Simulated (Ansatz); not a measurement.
Basis sets compared for Si(NH2)2Cl2 (SiN2Cl2H4). Charge 0, multiplicity 1. Geometry PBE-D4/def2-SVP. Ansatz on 4 threads of Arm Neoverse V2 on a shared host; times are rough, and most runs start from earlier orbitals.

```xyz
9

Si    0.4114   -0.0526    0.1775
N    -0.3765   -1.1585   -0.8721
H    -0.6866   -0.8270   -1.7891
H    -0.0469   -2.1252   -0.9110
N    -0.6302    1.2861    0.4385
H    -1.5627    1.1140    0.8228
H    -0.2335    2.1613    0.7868
Cl    2.1950    0.7957   -0.5013
Cl    0.9299   -1.1939    1.8478
```

Binding counts from free atoms (Si triplet, N quartet, H doublet, Cl doublet) in the same basis, without a counterpoise term.

```csv
level,functions,energy (Eh),HOMO (eV),LUMO (eV),binding per atom (eV),wall time
PBE-D4/def2-SVP,102,-1320.8589,-6.28,0.11,3.67,0.7 s
PBE0-D4/def2-SVP,102,-1320.9745,-7.85,1.06,3.59,1 s
```

(1) Estimate the rows for PBE-D4/def2-TZVP, PBE0-D4/def2-TZVP.

Answers

(1) 
| level | functions | energy (Eh) | HOMO (eV) | LUMO (eV) | binding per atom (eV) | wall time |
| --- | --- | --- | --- | --- | --- | --- |
| PBE-D4/def2-TZVP | 197 | -1321.4269 | -6.59 | -0.47 | 3.70 | 1.2 s |
| PBE0-D4/def2-TZVP | 197 | -1321.5350 | -8.06 | 0.45 | 3.63 | 1.9 s |
